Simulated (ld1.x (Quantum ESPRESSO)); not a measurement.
**selenium (Se), TM: configuration errors across variants**

ld1.x (Quantum ESPRESSO) 7.5 input, shortened:

```
&input
   title='Se', zed=34., rel=1, dft='PBE', iswitch=3,
   config='[Ar] 3d10 4s1.5 4p4.5 4f-2'
 /
 &inputp
   pseudotype=2, tm=.true., lloc=0,
   nlcc=.false.
 /
4
3P  2  1   6.00   0.00  0.65  0.65  0.0
3D  3  2  10.00   0.00  1.20  1.20  0.0
4F  4  3  -2.00  -0.10  1.05  1.05  0.0
3S  1  0   2.00   0.00  1.00  1.00  0.0
 &test
   configts(1)='3s2 3p6 3d10 4s1.5 4p4.5'
 /
```

Occupied shells without a wave of their own: 4p, 4s. They enter only through the test configuration that unscreens the potential.

All-electron excitation energies from the reference (eV): (1) 3s2 3p6 3d10 4s2 4p4 -5.414; (2) 3s2 3p6 3d10 4s2 4p3 5.430; (3) 3s2 3p6 3d10 4s2 4p2 25.779; (4) 3s2 3p6 3d10 4s2 4p4.3 -7.007; (5) 3s2 3p6 3d9 4s2 4p5 46.258; (6) 3s2 3p6 3d9 4s2 4p4 58.677; (7) 3s2 3p6 3d10 4s2 4p1 56.647.

For the base: The 4p, 4s levels have no wave, so the channel is fitted at the deeper level alone: the likely source of the large errors.

On the changes marked as counting shells twice: ld1.x takes every shell without a wave as core, so the model core holds the marked electrons as well and exchange and correlation see them twice. This cancels in the reference configuration, but the file is broken for other ones, and its errors say nothing about a proper core correction.

6 further variants failed, have other tests or another functional or relativity, and are left out.

The file “base” misses its own reference levels by 4.5 eV. The file “wave 4f channel at -0.1 Ry: rc 1.05 bohr becomes 4f channel at 1.79 Ry: rc 1.05 bohr” misses its own reference levels by 4.5 eV. The file “wave 3d (bound): rc 1.20 bohr becomes 3d (bound): rc 1.74 bohr” misses its own reference levels by 4.5 eV. The file “core correction a·sin(br)/r model core inside 0.64 bohr (4p, 4s counted twice)” misses its own reference levels by 4.5 eV. The file “wave 4f channel at -0.1 Ry: rc 1.05 bohr becomes 4f channel at -0.1 Ry: rc 1.36 bohr” misses its own reference levels by 4.5 eV. The file “wave 4f channel at -0.1 Ry: rc 1.05 bohr becomes 4f channel at 4.03 Ry: rc 1.05 bohr” misses its own reference levels by 4.5 eV.

Errors AE − PS in meV (a dash: test not solved or not reliable):

```tsv
change	(1)	(2)	(3)	(4)	(5)	(6)	(7)	bound ghosts
base	+1763	+647	-1017	+1994	+3863	+2626	-3257	none
wave 4f channel at -0.1 Ry: rc 1.05 bohr becomes 4f channel at 1.79 Ry: rc 1.05 bohr	+1763	+647	-1017	+1994	+3863	+2626	-3257	none
wave 3d (bound): rc 1.20 bohr becomes 3d (bound): rc 1.74 bohr	+1761	+645	-1020	+1993	+4509	+3280	-3269	none
core correction a·sin(br)/r model core inside 0.64 bohr (4p, 4s counted twice)	+1760	+484	-1647	+1988	+3788	+2497	-4737	none
wave 4f channel at -0.1 Ry: rc 1.05 bohr becomes 4f channel at -0.1 Ry: rc 1.36 bohr	+1763	+647	-1017	+1994	+3863	+2626	-3257	none
wave 4f channel at -0.1 Ry: rc 1.05 bohr becomes 4f channel at 4.03 Ry: rc 1.05 bohr	+1763	+647	-1017	+1994	+3863	+2626	-3257	none
```

Q: Give the same row for: wave 3p (bound): rc 0.65 bohr becomes 3p (bound): rc 0.80 bohr.

A: +1748, +588, -1138, +1988, +3888, +2604, -3462; bound ghosts: none.
